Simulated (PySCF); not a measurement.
PbBr₂, SMILES [Pb]([Br])[Br] (connectivity only; charge and spin as stated), neutral, multiplicity 1.

Geometry: B3LYP-D3(BJ)/def2-SVP. The isomer is the one that the SMILES or the coordinates give; other isomers of the formula were not compared. The def2 effective core potentials stand for the cores of Pb; spin–orbit coupling is left out.

The numbers are results of CAM-B3LYP/def2-TZVPD run with PySCF, not measurements.

Computed frontier levels, gap, dipole moment and polarisability:
- highest occupied level = -9.06 eV
- lowest empty level = -2.54 eV
- orbital gap = 6.52 eV
- dipole moment = 4.63 D
- quadrupole, principal values (traceless, Buckingham form, about the centre of nuclear charge) = -12.52, 5.24, 7.28 D·Å
- mean static polarisability = 92.6 bohr³ (13.72 Å³)
- polarisability, principal values = 63.8, 91.4, 122.6 bohr³
